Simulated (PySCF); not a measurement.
Job file and geometry (Å, from PBE0-D3(BJ)/def2-SVP) of a spin–spin coupling run on `InChI=1S/C3H7.C2H3N.Ga.2H/c1-3-2;1-2-3;;;/h1,3H2,2H3;1H3;;;`, B3LYP/pcJ-1 Ga:pcSseg-1 indirect spin-spin coupling, non-relativistic, gas phase (PySCF 2.14.0, density-fitted response routines); density fitting, a coarse starting grid and PySCF grid level 2 are the driver's defaults:

```
$ OMP_NUM_THREADS=1 python probes_run.py task.json out

{"job": {"kind": "j", "xc": "B3LYP", "basis": "pcJ-1"}, "charge": 0, "multiplicity": 1}
C     -3.550533     1.075151    -0.578665
C     -2.551933     0.098480    -0.198301
N     -1.756868    -0.678805     0.102811
Ga    -0.182658    -2.055901     0.619357
C      1.285539    -0.719415     0.803768
C      1.608429     0.071288    -0.460532
C      2.735036     1.082052    -0.287694
H     -3.059537     1.961161    -1.005733
H     -4.227818     0.642521    -1.328812
H     -4.133827     1.375276     0.303358
H     -0.836787    -2.664021     1.925653
H     -0.228354    -2.918235    -0.711642
H      1.041826    -0.031148     1.633587
H      2.185568    -1.269989     1.136456
H      0.703264     0.600109    -0.813461
H      1.868155    -0.627051    -1.276155
H      2.944444     1.634769    -1.218141
H      3.668155     0.582836     0.021353
H      2.489327     1.820661     0.493263
```

Question: What does the program print?

Answer: 
```
coarse grid: 68104 points
cycle   1  E = -2177.0678501064  dE = -2.194e-01  |g| = 1.145e+00  |ddm| = 3.492e+00
cycle   2  E = -2176.8224784492  dE =  2.454e-01  |g| = 1.608e+00  |ddm| = 1.524e+00
cycle   3  E = -2177.1833307809  dE = -3.609e-01  |g| = 4.471e-01  |ddm| = 1.076e+00
cycle   4  E = -2177.2214213525  dE = -3.809e-02  |g| = 1.184e-01  |ddm| = 2.713e-01
cycle   5  E = -2177.2239551878  dE = -2.534e-03  |g| = 2.445e-02  |ddm| = 9.027e-02
cycle   6  E = -2177.2241013181  dE = -1.461e-04  |g| = 6.938e-03  |ddm| = 2.506e-02
cycle   7  E = -2177.2241116197  dE = -1.030e-05  |g| = 1.102e-03  |ddm| = 6.729e-03
cycle   8  E = -2177.2241118746  dE = -2.549e-07  |g| = 3.930e-04  |ddm| = 1.229e-03
final grid: 144792 points
cycle   9  E = -2177.2241284912  dE = -8.183e-08  |g| = 6.080e-04  |ddm| = 2.848e-03
cycle  10  E = -2177.2241282499  dE =  2.412e-07  |g| = 1.226e-03  |ddm| = 1.029e-03
cycle  11  E = -2177.2241285613  dE = -3.114e-07  |g| = 2.520e-04  |ddm| = 7.069e-04
cycle  12  E = -2177.2241285743  dE = -1.297e-08  |g| = 1.640e-05  |ddm| = 1.461e-04
cycle  13  E = -2177.2241285743  dE = -4.457e-11  |g| = 8.474e-06  |ddm| = 2.184e-05
converged SCF energy = -2177.2241285743

Indirect spin-spin couplings (Hz)
  i      j    bonds     total        FC       PSO       DSO        SD
  0 C    1 C    1     70.433    72.201    -1.972     0.203         -
  0 C    2 N    2      1.798     1.503     0.352     0.058    -0.114
  0 C    4 C    4     -0.212    -0.203     0.017    -0.026         -
  0 C    7 H    1    144.483   142.907     1.029     0.547         -
  0 C    8 H    1    144.455   142.881     1.032     0.543         -
  0 C    9 H    1    144.557   142.982     1.032     0.543         -
  0 C   10 H    4     -0.437    -0.386     0.124    -0.175         -
  0 C   11 H    4     -0.472    -0.429     0.117    -0.160         -
  1 C    2 N    1    -33.685   -24.985    -1.571    -0.044    -7.085
  1 C    4 C    3      1.077     1.137    -0.025    -0.035         -
  1 C    7 H    2    -10.116   -10.057     0.031    -0.090         -
  1 C    8 H    2    -10.211   -10.152     0.038    -0.097         -
  1 C    9 H    2    -10.221   -10.161     0.038    -0.097         -
  1 C   10 H    3      3.217     3.156     0.361    -0.300         -
  1 C   11 H    3      3.251     3.197     0.325    -0.272         -
  1 C   12 H    4     -0.201    -0.172     0.009    -0.039         -
  1 C   13 H    4      0.980     1.050     0.292    -0.362         -
  2 N    4 C    2     -1.796    -1.869     0.037    -0.013     0.049
  2 N    5 C    3     -0.092    -0.089     0.014    -0.021     0.004
  2 N    7 H    3     -2.366    -2.193    -0.365     0.157     0.035
  2 N    8 H    3     -2.328    -2.155    -0.368     0.159     0.037
  2 N    9 H    3     -2.334    -2.160    -0.370     0.159     0.037
  2 N   10 H    2     -5.426    -5.447     0.052     0.011    -0.042
  2 N   11 H    2     -5.733    -5.747     0.052    -0.001    -0.037
  2 N   12 H    3     -0.074    -0.051     0.036    -0.080     0.021
  2 N   13 H    3     -3.253    -3.311    -0.089     0.161    -0.014
  2 N   17 H    5     -0.155    -0.168    -0.053     0.060     0.005
  4 C    5 C    1     34.869    35.131    -0.531     0.268         -
  4 C    6 C    2     -2.455    -2.172    -0.314     0.031         -
  4 C    7 H    5      0.822     0.823     0.026    -0.026         -
  4 C    8 H    5      0.570     0.613     0.119    -0.162         -
  4 C   10 H    2     15.439    16.121     0.003    -0.685         -
  4 C   11 H    2     12.170    12.806     0.015    -0.651         -
  4 C   12 H    1    128.205   125.472     1.534     1.198         -
  4 C   13 H    1    125.975   123.192     1.597     1.187         -
  4 C   14 H    2     -1.878    -2.109     0.114     0.117         -
  4 C   15 H    2     -2.397    -2.620     0.127     0.095         -
  4 C   16 H    3     10.826    10.805     0.343    -0.322         -
  4 C   17 H    3      2.643     2.524    -0.003     0.122         -
  4 C   18 H    3      2.745     2.621    -0.001     0.125         -
  5 C    6 C    1     35.922    36.086    -0.348     0.185         -
  5 C   10 H    3      5.897     6.359     0.187    -0.649         -
  5 C   11 H    3      1.070     1.118    -0.020    -0.029         -
  5 C   12 H    2     -3.303    -3.487     0.157     0.028         -
  5 C   13 H    2     -4.070    -4.254     0.154     0.029         -
  5 C   14 H    1    127.094   125.061     1.032     1.001         -
  5 C   15 H    1    130.840   128.953     0.927     0.960         -
  5 C   16 H    2     -2.455    -2.507     0.223    -0.171         -
  5 C   17 H    2     -3.658    -3.756     0.229    -0.132         -
  5 C   18 H    2     -3.762    -3.855     0.223    -0.131         -
  6 C   10 H    4      2.679     2.864     0.167    -0.352         -
  6 C   12 H    3      3.977     3.915    -0.020     0.083         -
  6 C   13 H    3      3.858     3.800    -0.010     0.067         -
  6 C   14 H    2     -2.496    -2.515     0.143    -0.124         -
  6 C   15 H    2     -2.655    -2.674     0.167    -0.149         -
  6 C   16 H    1    129.149   127.263     1.302     0.585         -
  6 C   17 H    1    131.712   129.885     1.215     0.612         -
  6 C   18 H    1    130.676   128.812     1.247     0.618         -
  7 H    8 H    2    -18.417   -18.489     2.907    -2.835         -
  7 H    9 H    2    -18.328   -18.401     2.914    -2.842         -
  7 H   10 H    5      1.042     1.351     0.585    -0.894         -
  7 H   14 H    7      0.166    -0.000    -0.932     1.099         -
  8 H    9 H    2    -18.364   -18.435     2.925    -2.853         -
  8 H   11 H    5      2.141     2.163     0.194    -0.216         -
  8 H   12 H    6     -0.166    -0.081     0.500    -0.585         -
  9 H   10 H    5      2.016     2.070     0.223    -0.277         -
  9 H   11 H    5      1.369     1.643     0.590    -0.864         -
  9 H   13 H    6     -0.223    -0.031     0.592    -0.784         -
 10 H   11 H    2     22.281    26.142     0.997    -4.857         -
 10 H   12 H    3     -0.779    -0.155     0.018    -0.641         -
 10 H   13 H    3     -2.412    -1.296     0.381    -1.498         -
 10 H   14 H    4     -1.404     0.237     0.681    -2.321         -
 10 H   15 H    4     -1.628     0.249     0.802    -2.679         -
 10 H   17 H    5     -0.706    -0.092     0.514    -1.128         -
 10 H   18 H    5     -0.679    -0.138     0.445    -0.986         -
 11 H   12 H    3      3.966     6.270     1.344    -3.647         -
 11 H   13 H    3     -2.507    -1.313     0.482    -1.677         -
 11 H   14 H    4     -0.284    -0.048    -0.059    -0.176         -
 11 H   15 H    4      0.433    -0.047    -0.815     1.296         -
 11 H   17 H    5     -0.228     0.014     0.416    -0.658         -
 12 H   13 H    2    -14.305   -15.503     2.169    -0.972         -
 12 H   14 H    3      4.065     3.672     0.320     0.073         -
 12 H   15 H    3     16.473    16.235     2.590    -2.352         -
 13 H   14 H    3     16.940    16.699     2.556    -2.314         -
 13 H   15 H    3      4.590     4.189     0.319     0.082         -
 14 H   15 H    2    -14.886   -15.473     1.883    -1.296         -
 14 H   16 H    3      3.581     3.508     0.303    -0.230         -
 14 H   17 H    3     16.309    16.240     2.648    -2.579         -
 14 H   18 H    3      4.553     4.452     0.399    -0.298         -
 15 H   16 H    3      3.606     3.543     0.370    -0.307         -
 15 H   17 H    3      4.590     4.497     0.471    -0.379         -
 15 H   18 H    3     16.396    16.334     2.688    -2.625         -
 16 H   17 H    2    -13.500   -13.660     2.667    -2.508         -
 16 H   18 H    2    -13.214   -13.380     2.668    -2.503         -
 17 H   18 H    2    -13.826   -14.008     2.545    -2.363         -
```

Size and cost of the density-fitted run: 323 basis functions, 4.6 min wall time on 1 thread of an Arm Neoverse N1, shared host; peak memory 1.6 GiB.
